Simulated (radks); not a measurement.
Question: The mean radii <r> (bohr) of the occupied orbitals of an atom or ion are listed with their occupations. Method: Dirac Kohn-Sham, PBEsol, spin-unpolarised, spherical densities, finite nucleus; Fermi nuclear charge, rms radius of each element as measured or else 0.836 A^(1/3) + 0.57 fm; computed with a radial shooting solver on a logarithmic mesh with Libxc functionals.

orbital      occ.      <r>
1s1/2           2  0.08580
2s1/2           2   0.4131
2p1/2           2   0.3735
2p3/2           4   0.3759
3s1/2           2    1.254
3p1/2    0.666667    1.332
3p3/2     1.33333    1.337

Name the element and its charge. Open shells, if any, are shared by 2j + 1.

Answer: Z = 18, argon, charge +4: Ar4+ in [Ne] 3s2 3p2. The 1s radius gives Z: for a bare nucleus <r> = (2 gamma + 1)/(2Z) with gamma = sqrt(1 - (Z/c)^2), 0.08285 bohr for Z = 18, and screening makes it slightly larger (0.08580 here). The occupations add up to 14, and the charge is Z minus that.
